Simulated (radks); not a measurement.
Br, configuration [Ar] 3d10 4s1.75 4p5 5s0.25 (fractional occupations, a model configuration). Method: scalar-relativistic Kohn-Sham, PBE, spin-unpolarised, spherical densities, point nucleus; computed with a radial shooting solver on a logarithmic mesh with Libxc functionals.

Local quantities along the radius. ELF = 1/(1 + alpha^2) is the electron localisation function; alpha = (tau - tau_W)/tau_unif compares the Pauli kinetic energy density with that of the uniform gas; s = |grad rho|/(2 (3 pi^2)^(1/3) rho^(4/3)) is the reduced gradient; r v_xc is r times the local exchange-correlation potential (hartree bohr); 4 pi r^2 rho is in e/bohr. tau is taken from the large components.

r (bohr),ELF,alpha,s,r v_xc,4 pi r^2 rho
0.001438,1.000,0.01938,0.5853,-0.08744,0.8634
0.001675,1.000,0.01934,0.5574,-0.09321,1.139
0.001949,1.000,0.01943,0.5342,-0.1002,1.499
0.002288,1.000,0.01967,0.5141,-0.1090,1.995
0.002663,1.000,0.02006,0.4988,-0.1189,2.607
0.0031,1.000,0.02064,0.4868,-0.1304,3.392
0.003609,1.000,0.02143,0.4779,-0.1436,4.392
0.004236,0.999,0.02255,0.4715,-0.1595,5.727
0.004931,0.999,0.02395,0.4683,-0.1767,7.318
0.00574,0.999,0.02576,0.4677,-0.1960,9.278
0.006683,0.999,0.02811,0.4698,-0.2175,11.65
0.007842,0.999,0.03138,0.4751,-0.2426,14.64
0.00913,0.999,0.03552,0.4831,-0.2686,17.95
0.01063,0.998,0.04108,0.4944,-0.2966,21.70
0.01237,0.998,0.04871,0.5093,-0.3264,25.78
0.01452,0.996,0.06009,0.5294,-0.3590,30.27
0.0169,0.994,0.07583,0.5533,-0.3904,34.45
0.01968,0.990,0.09925,0.5824,-0.4214,38.22
0.02291,0.982,0.1352,0.6169,-0.4506,41.18
0.02688,0.963,0.1961,0.6585,-0.4780,43.04
0.0313,0.922,0.2915,0.7004,-0.4995,43.36
0.03644,0.833,0.4476,0.7378,-0.5157,42.26
0.04242,0.675,0.6945,0.7565,-0.5269,40.11
0.04938,0.481,1.039,0.7332,-0.5339,37.65
0.05795,0.335,1.407,0.6397,-0.5396,35.85
0.06746,0.296,1.541,0.4972,-0.5546,35.94
0.07853,0.354,1.352,0.3632,-0.6015,38.33
0.09143,0.494,1.013,0.2949,-0.6797,42.69
0.1073,0.659,0.7198,0.3012,-0.7666,47.88
0.1249,0.759,0.5638,0.3576,-0.8334,51.20
0.1454,0.789,0.5171,0.4421,-0.8746,51.02
0.1693,0.744,0.5869,0.5390,-0.8848,46.72
0.1986,0.578,0.8541,0.6228,-0.8637,39.19
0.2313,0.355,1.347,0.6140,-0.8259,32.19
0.2692,0.249,1.737,0.4565,-0.8010,28.33
0.3134,0.315,1.476,0.2663,-0.8762,28.77
0.3678,0.527,0.9466,0.2092,-1.012,32.20
0.4282,0.700,0.6541,0.2684,-1.116,34.88
0.4985,0.772,0.5441,0.3742,-1.172,34.11
0.5803,0.768,0.5499,0.5049,-1.167,29.28
0.681,0.684,0.6802,0.6666,-1.101,21.57
0.7928,0.500,0.9990,0.8247,-0.9967,14.36
0.9229,0.281,1.600,0.9030,-0.8875,9.120
1.074,0.188,2.080,0.7787,-0.8069,6.268
1.251,0.268,1.653,0.5604,-0.8245,5.144
1.468,0.538,0.9275,0.4929,-0.9026,4.712
1.709,0.738,0.5955,0.5790,-0.9414,4.236
1.989,0.793,0.5106,0.7432,-0.9329,3.447
2.316,0.762,0.5594,0.9704,-0.8776,2.472
2.718,0.645,0.7414,1.298,-0.7772,1.511
3.164,0.439,1.131,1.724,-0.6648,0.8299
3.683,0.192,2.052,2.270,-0.5712,0.4090
4.288,0.051,4.331,2.815,-0.5062,0.1905
5.032,0.015,8.198,2.962,-0.4516,0.09082
5.858,0.015,8.111,2.589,-0.4005,0.05441
6.819,0.056,4.100,2.407,-0.3688,0.03829
7.939,0.334,1.412,2.760,-0.3474,0.02742
9.316,0.873,0.3817,3.626,-0.3216,0.01747
10.85,0.990,0.09809,5.024,-0.2997,0.009829
12.63,0.999,0.02258,7.409,-0.2663,0.004616
14.7,1.000,0.004601,11.69,-0.2150,0.001747
17.25,1.000,0.0007332,20.41,-0.1521,0.0004804
20.08,1.000,0.0001045,37.65,-0.09787,0.0001062

On this mesh the ELF has minima near r = 0.067, 0.27, 1.1, 5.0 bohr, which separate the shells, and maxima near 0.0017 (1.00), 0.15 (0.79), 0.50 (0.77), 2.0 (0.79).
